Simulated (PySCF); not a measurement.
Ionisation energy of Ce(40+) by level of theory

Ce(40+) [Ar] (1S) → Ce(41+) [Ne] 3s2 3p5 (2P), as a difference of total energies. Calculation: PySCF 2.14, in an uncontracted even-tempered set (18 s from 7.7 bohr⁻², ratio 2.5; 12 p from 10 bohr⁻², ratio 2.5; 4 d from 44 bohr⁻², ratio 2.7; 4 f from 66 bohr⁻², ratio 2.7); scalar relativity by spin-free X2C-1e. Correlated levels: outer shells: 1s2 frozen; virtual orbitals above 40 to 60 times the deepest correlated orbital energy dropped. The calculations carry no spin-orbit coupling.

```tsv
method	ionisation energy (eV)
UHF	3123.3
MP2 (outer shells)	3124.3
SCS-MP2 (outer shells)	3124.2
CCSD (outer shells)	3124.2
CCSD(T) (outer shells)	3124.2
```

A first-order spin-orbit estimate (lowest level to lowest level, LS coupling) adds -34.502 eV.

Breit and QED terms and the two-electron picture change are absent.

For comparison: 3087 ± 4 eV (theoretical estimate listed by NIST; NIST Atomic Spectra Database, ionization energies).
